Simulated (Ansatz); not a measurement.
Conformers of `C[SiH2][SiH2]Cl`, each relaxed with PBE0-D4/def2-TZVP in Ansatz. CBS adds the triple-zeta coupled-cluster correction to the MP2 limit.

Not all of them had a frequency check.

Conformer A:

```xyz
11

C     1.425    0.096   -0.959
Si   -0.388   -0.332   -0.762
Si   -1.069    0.007    1.450
Cl   -0.567    1.945    1.982
H     2.047   -0.553   -0.340
H     1.605    1.130   -0.656
H     1.738   -0.018   -1.998
H    -0.647   -1.756   -1.119
H    -1.235    0.523   -1.640
H    -2.534   -0.143    1.641
H    -0.374   -0.900    2.401
```

Conformer B:

```xyz
11

C    -1.523   -0.938   -0.134
Si   -0.491    0.518    0.444
Si    1.727    0.336   -0.282
Cl    2.796    1.966    0.404
H    -1.540   -0.997   -1.224
H    -2.553   -0.836    0.216
H    -1.125   -1.878    0.253
H    -0.477    0.597    1.931
H    -1.040    1.797   -0.083
H     2.392   -0.887    0.241
H     1.835    0.322   -1.765
```

Task: Which is lowest in electronic energy at CCSD(T)/CBS (frozen core, def2 sets), and by how much? (Best estimate.)

Result: Ansatz gave: A; B lies 2.0 kJ/mol higher. Gaps under about 2 kJ/mol don't settle the order.

Task: Give the energies relative to A (kJ/mol) with PBE-D4/def2-TZVPP, PBE0-D4/def2-TZVPP, PBE/def2-TZVPP, r2SCAN/def2-TZVPP, PBE0/def2-TZVPP, HF/def2-QZVPP, HF/CBS(def2). (An estimate is asked.)

Result: Ansatz gave: 
```csv
level,B
PBE-D4/def2-TZVPP,2.2
PBE0-D4/def2-TZVPP,2.2
PBE/def2-TZVPP,1.5
r2SCAN/def2-TZVPP,1.8
PBE0/def2-TZVPP,1.5
HF/def2-QZVPP,0.9
HF/CBS(def2),0.9
```
